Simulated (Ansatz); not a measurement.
H₈O₁₀Si₂Ti, SMILES `O[Si](O)(O)[O][Ti]([OH])([OH])[O][Si](O)(O)O`. The species carries charge 0 and has multiplicity 1. Geometry: relaxed with PBE0-D4/def2-TZVP. It is one conformer, not always the lowest.

```xyz
21

O     2.970   -0.871    2.183
Si    1.708   -1.120    1.177
O     0.386   -0.706    2.079
O     1.511   -2.665    0.710
O     1.846   -0.242   -0.165
Ti    0.862    0.578   -1.467
O     0.721    2.323   -1.128
O     1.541    0.265   -3.100
O    -0.831   -0.005   -1.285
Si   -2.147    0.369   -0.401
O    -3.553    0.141   -1.187
O    -1.991    1.993   -0.160
O    -2.196   -0.499    0.965
H     3.831   -0.748    1.781
H     0.552   -0.055    2.764
H     1.335   -3.312    1.394
H    -0.124    2.658   -0.792
H     1.633    0.824   -3.872
H    -3.951   -0.727   -1.100
H    -2.756    2.453    0.188
H    -1.348   -0.653    1.415
```

Question: What is the dipole moment at ωB97M-V/def2-TZVPP? (Estimate.)

Answer: Ansatz gave: 1.73 D, with components (0.25, 0.58, 1.61) D in this frame, pointing from negative to positive charge.

Question: And with PBE, r2SCAN, B3LYP? (An estimate is asked.)

Answer: Ansatz gave: PBE 1.73 D, r2SCAN 1.74 D, B3LYP 1.76 D.

Question: Give the Mulliken charges with ωB97M-V, r2SCAN, PBE in def2-TZVPP. (Estimate.)

Answer: The calculation gave: 
```csv
atom,ωB97M-V,r2SCAN,PBE
O1,-0.38,-0.41,-0.35
Si2,0.69,0.74,0.54
O3,-0.40,-0.44,-0.36
O4,-0.34,-0.38,-0.32
O5,-0.48,-0.51,-0.42
Ti6,1.11,1.16,1.02
O7,-0.43,-0.45,-0.41
O8,-0.42,-0.46,-0.41
O9,-0.44,-0.46,-0.38
Si10,0.70,0.75,0.55
O11,-0.38,-0.41,-0.35
O12,-0.40,-0.43,-0.37
O13,-0.40,-0.42,-0.37
H14,0.19,0.21,0.20
H15,0.20,0.22,0.20
H16,0.18,0.20,0.19
H17,0.22,0.23,0.21
H18,0.18,0.20,0.19
H19,0.19,0.21,0.20
H20,0.18,0.21,0.19
H21,0.22,0.24,0.22
```

B3LYP here is the variant with VWN-RPA as its local correlation; programs differ in this.
